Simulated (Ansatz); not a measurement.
Molecule: BiBr2, charge -1, multiplicity 1. 
Geometry from a B3LYP-D3(BJ)/def2-TZVP (Ansatz, a quantum-chemistry and plane-wave program) optimisation:
```
Bi
Br 1 2.7417
Br 1 2.7417 2 101.76
```
Charge -1, spin multiplicity 1.

Basis-set convergence of Hartree-Fock and CCSD correlation energies (hartree) with Ansatz. Cores are frozen in the correlated levels unless marked. Spin-orbit coupling is left out. The frozen core is the preceding noble-gas configuration, with the filled d and f shells of earlier blocks. In def2 rows, elements after Kr have scalar-relativistic effective core potentials.

The Hartree-Fock reference is unstable (checked in the largest basis), which strains HF and MP2. 

```tsv
basis	functions	E(HF)	E(corr, CCSD)
def2-SVPD	114	-5357.90984	-0.36065
def2-TZVPPD	170	(withheld)	(withheld)
```

Question: Fill in the missing entries.

Answer: 
- def2-TZVPPD, E(HF): -5358.54169
- def2-TZVPPD, E(corr, CCSD): -0.46112
